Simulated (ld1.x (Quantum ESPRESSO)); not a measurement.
Pseudopotential generation for phosphorus: ultrasoft, PBE, fully relativistic.

The input file (ld1.x (Quantum ESPRESSO) 7.5):

```
&input
   title='P', zed=15., rel=2, dft='PBE', iswitch=3,
   config='[Ne] 3s2 3p2.5 3d-2', rel_dist='average',
   nld=5, rlderiv=2.05, eminld=-3.0, emaxld=5.0, deld=0.02
 /
 &inputp
   pseudotype=3, tm=.true., lloc=-2, rcloc=1.25,
   nlcc=.true., rcore=1.00,
   file_pseudopw='P.UPF', file_wfcaegen='ae.wfc', file_wfcncgen='nc.wfc', file_beta='beta', file_chi='chi', file_wfcusgen='us.wfc'
 /
6
3S  1  0   2.00   0.00  1.20  1.30  0.0
3S  1  0   0.00   3.95  1.20  1.30  0.0
3P  2  1   2.50   0.00  1.25  1.55  0.0
3P  2  1   0.00  -0.25  1.25  1.55  0.0
3D  3  2  -2.00   0.40  1.55  1.90  0.0
3D  3  2  -2.00   2.85  1.55  1.90  0.0
 &test
   configts(1)='3s2 3p2.5'
 /
```

Command:

```bash
ld1.x < P.in > P.out
```

Resulting log (shortened: banner, matrices, multipoles, cross overlaps and the repeated all-electron block are left out):

```
Program LD1 v.7.5
     --------------------------- All-electron run ----------------------------

     P
     dirac relativistic calculation

     atomic number is 15.00
     dft =PBE   lsd =0 sic =0 latt =0  beta=0.20 tr2=1.0E-14
     Exchange-correlation= PBE
                           (   1   4   3   4   0   0   0)
     mesh =1147 r(mesh) = 101.18493 a.u. xmin = -7.00 dx = 0.01250
     1 Ry =  13.60569312 eV, c = 137.03599908

     n l j   nl                  e(Ry)          e(Ha)          e(eV)
     Spin orbit split results
     1 0 0.5 1S 1( 2.00)      -153.5446       -76.7723     -2089.0811
     2 0 0.5 2S 1( 2.00)       -13.1547        -6.5774      -178.9790
     2 1 0.5 2P 1( 2.00)        -9.5621        -4.7811      -130.0996
     2 1 1.5 2P 1( 4.00)        -9.4947        -4.7474      -129.1823
     3 0 0.5 3S 1( 2.00)        -1.3545        -0.6772       -18.4283
     3 1 0.5 3P 1( 0.83)        -0.7132        -0.3566        -9.7041
     3 1 1.5 3P 1( 1.67)        -0.7089        -0.3544        -9.6447
     Averaged results
     1 0     1S 1( 2.00)      -153.5446       -76.7723     -2089.0811
     2 0     2S 1( 2.00)       -13.1547        -6.5774      -178.9790
     2 1     2P 1( 6.00)        -9.5172        -4.7586      -129.4881
     3 0     3S 1( 2.00)        -1.3545        -0.6772       -18.4283
     3 1     3P 1( 2.50)        -0.7103        -0.3552        -9.6645

     final scf error:  4.6E-15 reached in  26 iterations

     Etot =    -683.529672 Ry,    -341.764836 Ha,   -9299.894962 eV

     Ekin =     686.046876 Ry,     343.023438 Ha,    9334.143265 eV
     Encl =   -1625.706587 Ry,    -812.853293 Ha,  -22118.864924 eV
     Eh   =     301.864878 Ry,     150.932439 Ha,    4107.080891 eV
     Exc  =     -45.734840 Ry,     -22.867420 Ha,    -622.254193 eV

     normalization and overlap integrals

     s(1S/1S) =  1.000000  <r> =   0.1036  <r2> =    0.0144  r(max) =   0.0675
     s(2S/2S) =  1.000000  <r> =   0.5196  <r2> =    0.3219  r(max) =   0.4187
     s(2P/2P) =  1.000000  <r> =   0.4837  <r2> =    0.2938  r(max) =   0.3515
     s(2P/2P) =  1.000000  <r> =   0.4859  <r2> =    0.2964  r(max) =   0.3559
     s(3S/3S) =  1.000000  <r> =   1.8589  <r2> =    4.0043  r(max) =   1.5557
     s(3P/3P) =  1.000000  <r> =   2.2371  <r2> =    5.9417  r(max) =   1.7851
     s(3P/3P) =  1.000000  <r> =   2.2449  <r2> =    5.9829  r(max) =   1.8075

     ------------------------ End of All-electron run ------------------------

     --------------------- Generating US pseudopotential ---------------------

      Generating local potential from pseudized AE potential:
      Matching radius rcloc =   1.2500
      Enforcing V''(0)=0 (lloc=-2)

      Local pseudo, rcloc= 1.242 Estimated cut-off energy=    17.52 Ry

      Computing core charge for nlcc:

       r > 1.00 : true rho core
       r < 1.00 : rho core = a sin(br)/r    a=   3.78  b=   2.70

      Integrated core pseudo-charge :   1.78

     Fully relativistic calculation: |psi|^2

     Wfc 3S LC norm =  0.99994119 SC norm =  0.00005513 missing  0.00000368

     Wfc 3P LC norm =  0.99995774 SC norm =  0.00004194 missing  0.00000032

     Wfc 3P LC norm =  0.99995798 SC norm =  0.00003511 missing  0.00000691

      Wfc   3S  rcut= 1.212  Using Troullier-Martins method
      Wfc-us  3S rcutus= 1.306  Estimated cut-off energy=    24.35 Ry

      Wfc   3S  rcut= 1.212  Using Troullier-Martins method
      Wfc-us  3S rcutus= 1.306  Estimated cut-off energy=    32.66 Ry

      Wfc   3P  rcut= 1.242  Using Troullier-Martins method
      Wfc-us  3P rcutus= 1.556  Estimated cut-off energy=    30.16 Ry

      Wfc   3P  rcut= 1.242  Using Troullier-Martins method
      Wfc-us  3P rcutus= 1.556  Estimated cut-off energy=    30.14 Ry

      Wfc   3P  rcut= 1.242  Using Troullier-Martins method
      Wfc-us  3P rcutus= 1.556  Estimated cut-off energy=    30.84 Ry

      Wfc   3P  rcut= 1.242  Using Troullier-Martins method
      Wfc-us  3P rcutus= 1.556  Estimated cut-off energy=    30.81 Ry

      Wfc   3D  rcut= 1.556  Using Troullier-Martins method
      Wfc-us  3D rcutus= 1.900  Estimated cut-off energy=    30.46 Ry

      Wfc   3D  rcut= 1.556  Using Troullier-Martins method
      Wfc-us  3D rcutus= 1.900  Estimated cut-off energy=    30.46 Ry

      Wfc   3D  rcut= 1.556  Using Troullier-Martins method
      Wfc-us  3D rcutus= 1.900  Estimated cut-off energy=    41.44 Ry

      Wfc   3D  rcut= 1.556  Using Troullier-Martins method
      Wfc-us  3D rcutus= 1.900  Estimated cut-off energy=    41.43 Ry

     ------------------- End of pseudopotential generation -------------------

     Computing logarithmic derivative in   2.06106
     Computing logarithmic derivative in   2.06106
     Computing the partial wave expansion
     R is outside the sphere for l=    0 j= 0.50
     R is outside the sphere for l=    0 j= 0.50
     R is outside the sphere for l=    1 j= 0.50
     R is outside the sphere for l=    1 j= 0.50
     R is outside the sphere for l=    1 j= 1.50
     R is outside the sphere for l=    1 j= 1.50
     R is outside the sphere for l=    2 j= 1.50
     R is outside the sphere for l=    2 j= 1.50
     R is outside the sphere for l=    2 j= 2.50
     R is outside the sphere for l=    2 j= 2.50

     ---------------------- Testing the pseudopotential ----------------------

     P
     dirac relativistic calculation

     atomic number is 15.00   valence charge is  5.00
     dft =PBE   lsd =0 sic =0 latt =0  beta=0.20 tr2=1.0E-14
     mesh =1147 r(mesh) = 101.18493 xmin = -7.00 dx = 0.01250

     n l  j  nl             e AE (Ry)       e PS (Ry)    De AE-PS (Ry)
     1 0 0.5 3S   1( 2.00)       -1.35446       -1.35446        0.00001
     2 1 0.5 3P   1( 0.83)       -0.71324       -0.71323       -0.00001
     2 1 1.5 3P   1( 1.67)       -0.70887       -0.70888        0.00001

     eps = 2.8E-15  iter =  3

     Etot =    -683.529672 Ry,    -341.764836 Ha,   -9299.894962 eV
     Etotps =   -14.738332 Ry,      -7.369166 Ha,    -200.525229 eV

     Ekin =       4.512620 Ry,       2.256310 Ha,      61.397325 eV
     Encl =     -24.872277 Ry,     -12.436138 Ha,    -338.404562 eV
     Ehrt =       8.835216 Ry,       4.417608 Ha,     120.209241 eV
     Ecxc =      -5.117277 Ry,      -2.558638 Ha,     -69.624100 eV
     (Ecc =      -2.120457 Ry,      -1.060228 Ha,     -28.850286 eV)
     Epseu=       1.903385 Ry,       0.951692 Ha,      25.896868 eV

     ---------------------- End of pseudopotential test ----------------------
```

Generation and configuration tests took about 1.6 s on one core of a shared server CPU.

Transferability test of the new file with ld1.x, input:

```
&input
   title='P', zed=15., rel=2, dft='PBE', iswitch=2,
   config='[Ne] 3s2 3p2.5 3d-2', rel_dist='average'
 /
 &test
   file_pseudo='P.UPF', nconf=8,
   configts(1)='3s2 3p2.5',
   configts(2)='3s2 3p3',
   configts(3)='3s2 3p2',
   configts(4)='3s2 3p1',
   configts(5)='3s0 3p5',
   configts(6)='3s1 3p4',
   configts(7)='3s2 3p3.3',
   configts(8)='3s1 3p3'
 /
```

```bash
ld1.x < P.test.in > P.test.out
```

Pseudopotential blocks of its output, shortened (energy terms left out):

```
     ---------------------- Testing the pseudopotential ----------------------

     n l  j  nl             e AE (Ry)       e PS (Ry)    De AE-PS (Ry)
     1 0 0.5 3S   1( 2.00)       -1.35446       -1.35446        0.00001
     2 1 0.5 3P   1( 0.83)       -0.71324       -0.71323       -0.00001
     2 1 1.5 3P   1( 1.67)       -0.70887       -0.70888        0.00001

     eps = 2.8E-15  iter =  3

     Etot =    -683.529672 Ry,    -341.764836 Ha,   -9299.894961 eV
     Etotps =   -14.738332 Ry,      -7.369166 Ha,    -200.525229 eV

     ---------------------- End of pseudopotential test ----------------------

          ---------------------- Testing the pseudopotential ----------------------

     n l  j  nl             e AE (Ry)       e PS (Ry)    De AE-PS (Ry)
     1 0 0.5 3S   1( 2.00)       -1.02668       -1.02673        0.00005
     2 1 0.5 3P   1( 1.00)       -0.40735       -0.40738        0.00003
     2 1 1.5 3P   1( 2.00)       -0.40342       -0.40346        0.00004

     eps = 8.4E-15  iter =  8

     Etot =    -683.807122 Ry,    -341.903561 Ha,   -9303.669860 eV
     Etotps =   -15.015795 Ry,      -7.507897 Ha,    -204.300298 eV
     dEtot_ae =      -0.277450 Ry
     dEtot_ps =      -0.277462 Ry,   Delta E=       0.000013 Ry

     ---------------------- End of pseudopotential test ----------------------

          ---------------------- Testing the pseudopotential ----------------------

     n l  j  nl             e AE (Ry)       e PS (Ry)    De AE-PS (Ry)
     1 0 0.5 3S   1( 2.00)       -1.71149       -1.71136       -0.00013
     2 1 0.5 3P   1( 0.67)       -1.04796       -1.04781       -0.00015
     2 1 1.5 3P   1( 1.33)       -1.04313       -1.04300       -0.00013

     eps = 3.2E-17  iter =  7

     Etot =    -683.092002 Ry,    -341.546001 Ha,   -9293.940157 eV
     Etotps =   -14.300690 Ry,      -7.150345 Ha,    -194.570806 eV
     dEtot_ae =       0.437670 Ry
     dEtot_ps =       0.437642 Ry,   Delta E=       0.000028 Ry

     ---------------------- End of pseudopotential test ----------------------

          ---------------------- Testing the pseudopotential ----------------------

     n l  j  nl             e AE (Ry)       e PS (Ry)    De AE-PS (Ry)
     1 0 0.5 3S   1( 2.00)       -2.49562       -2.49470       -0.00092
     2 1 0.5 3P   1( 0.33)       -1.78798       -1.78695       -0.00102
     2 1 1.5 3P   1( 0.67)       -1.78216       -1.78116       -0.00100

     eps = 1.3E-15  iter =  7

     Etot =    -681.684714 Ry,    -340.842357 Ha,   -9274.793021 eV
     Etotps =   -12.893891 Ry,      -6.446946 Ha,    -175.430326 eV
     dEtot_ae =       1.844959 Ry
     dEtot_ps =       1.844441 Ry,   Delta E=       0.000517 Ry

     ---------------------- End of pseudopotential test ----------------------

          ---------------------- Testing the pseudopotential ----------------------

     n l  j  nl             e AE (Ry)       e PS (Ry)    De AE-PS (Ry)
     1 0 0.5 3S   1( 0.00)       -1.12593       -1.12580       -0.00013
     2 1 0.5 3P   1( 1.67)       -0.48737       -0.48740        0.00002
     2 1 1.5 3P   1( 3.33)       -0.48305       -0.48309        0.00004

     eps = 8.5E-15  iter =  6

     Etot =    -682.542941 Ry,    -341.271471 Ha,   -9286.469799 eV
     Etotps =   -13.751772 Ry,      -6.875886 Ha,    -187.102387 eV
     dEtot_ae =       0.986731 Ry
     dEtot_ps =       0.986561 Ry,   Delta E=       0.000171 Ry

     ---------------------- End of pseudopotential test ----------------------

          ---------------------- Testing the pseudopotential ----------------------

     n l  j  nl             e AE (Ry)       e PS (Ry)    De AE-PS (Ry)
     1 0 0.5 3S   1( 1.00)       -1.07851       -1.07847       -0.00004
     2 1 0.5 3P   1( 1.33)       -0.44899       -0.44902        0.00003
     2 1 1.5 3P   1( 2.67)       -0.44486       -0.44489        0.00004

     eps = 2.6E-16  iter =  7

     Etot =    -683.179891 Ry,    -341.589945 Ha,   -9295.135941 eV
     Etotps =   -14.388599 Ry,      -7.194300 Ha,    -195.766864 eV
     dEtot_ae =       0.349782 Ry
     dEtot_ps =       0.349733 Ry,   Delta E=       0.000048 Ry

     ---------------------- End of pseudopotential test ----------------------

          ---------------------- Testing the pseudopotential ----------------------

     n l  j  nl             e AE (Ry)       e PS (Ry)    De AE-PS (Ry)
     1 0 0.5 3S   1( 2.00)       -0.84716       -0.84721        0.00005
     2 1 0.5 3P   1( 1.10)       -0.24038       -0.24041        0.00003
     2 1 1.5 3P   1( 2.20)       -0.23670       -0.23674        0.00004

     eps = 2.6E-15  iter =  9

     Etot =    -683.903173 Ry,    -341.951586 Ha,   -9304.976696 eV
     Etotps =   -15.111860 Ry,      -7.555930 Ha,    -205.607328 eV
     dEtot_ae =      -0.373501 Ry
     dEtot_ps =      -0.373527 Ry,   Delta E=       0.000027 Ry

     ---------------------- End of pseudopotential test ----------------------

          ---------------------- Testing the pseudopotential ----------------------

     n l  j  nl             e AE (Ry)       e PS (Ry)    De AE-PS (Ry)
     1 0 0.5 3S   1( 1.00)       -1.76229       -1.76212       -0.00017
     2 1 0.5 3P   1( 1.00)       -1.09185       -1.09173       -0.00012
     2 1 1.5 3P   1( 2.00)       -1.08687       -1.08676       -0.00010

     eps = 1.2E-16  iter =  7

     Etot =    -682.421681 Ry,    -341.210841 Ha,   -9284.819978 eV
     Etotps =   -13.630398 Ry,      -6.815199 Ha,    -185.451017 eV
     dEtot_ae =       1.107991 Ry
     dEtot_ps =       1.107934 Ry,   Delta E=       0.000057 Ry

     ---------------------- End of pseudopotential test ----------------------
```
